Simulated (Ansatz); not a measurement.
Isolated molecules relaxed with PBE0-D4/def2-TZVP in Ansatz; ΔE leaves out vibrations. CCSD(T)/CBS adds triple-zeta CCSD(T) − MP2 to the extrapolated MP2 energy (def2 sets, frozen cores). This one scheme is used for every species. Functionals use def2-TZVPP. B3LYP here is the variant with VWN-RPA as its local correlation; programs differ in this. For Ge outer-core shells are correlated without core-valence functions, which leaves a few kJ/mol of doubt a bond. Scalar relativity is left out up to krypton. Each species was taken in one conformer, which may not be the lowest.

Reaction (ligand exchange at a Ge–Cl bond): `[CH3][GeH2][Cl]` + `OC=S` → `[CH3][GeH2][O]C=S` + HCl

`[CH3][GeH2][Cl]`:

Z-matrix (Å, degrees):
```
C
Ge 1 1.940
H 1 1.090 2 109.8
H 1 1.090 2 109.8 3 120.0
H 1 1.092 2 109.9 3 -120.0
Cl 2 2.165 1 107.5 3 -59.9
H 2 1.536 1 112.8 3 56.8
H 2 1.536 1 112.8 3 -176.6
```

`OC=S`:

Z-matrix (Å, degrees):
```
C
O 1 1.332
S 1 1.605 2 123.8
H 1 1.094 2 113.9 3 180.0
H 2 0.965 1 110.0 3 -180.0
```

`[CH3][GeH2][O]C=S`:

Z-matrix (Å, degrees):
```
C
Ge 1 1.932
H 1 1.091 2 110.2
H 1 1.090 2 110.0 3 120.3
H 1 1.090 2 109.6 3 -119.8
O 2 1.826 1 104.7 3 176.5
H 2 1.534 1 113.9 3 62.4
H 2 1.539 1 114.6 3 -68.1
C 6 1.315 2 123.2 1 130.9
S 9 1.615 6 124.6 2 179.4
H 9 1.098 6 114.6 2 -0.9
```

HCl:

Cartesian coordinates in Å:
```
Cl -0.479 0.131 0.403
H 0.479 -0.131 -0.403
```

```tsv
level	ΔE (kcal/mol)	difference from CCSD(T)/CBS
r2SCAN-D4	10.3	1.0
B3LYP-D4	9.5	0.2
ωB97X-V	10.0	0.7
r2SCAN	10.6	1.3
PBE0	11.7	2.4
HF/def2-TZVPP	11.0	1.7
CCSD/def2-TZVPP	9.0	-0.3
CCSD(T)/def2-TZVPP	8.5	-0.8
SCS-MP2/def2-QZVPP	9.1	-0.2
HF/CBS(def2)	10.8	1.5
CCSD(T)/CBS	9.3	0
```

Largest T1 diagnostic among the species: 0.018.

In def2-TZVPP, CCSD(T) changes the Hartree–Fock value by −2.5 kcal/mol (the triples alone add −0.4 kcal/mol) and MP2 by −2.2 kcal/mol. The D4 term adds −0.9 kcal/mol with B3LYP and −0.6 kcal/mol with PBE0; it sums over pairs of atoms, weighted by their polarisabilities, and B3LYP, whose exchange is more repulsive, gets the larger term.
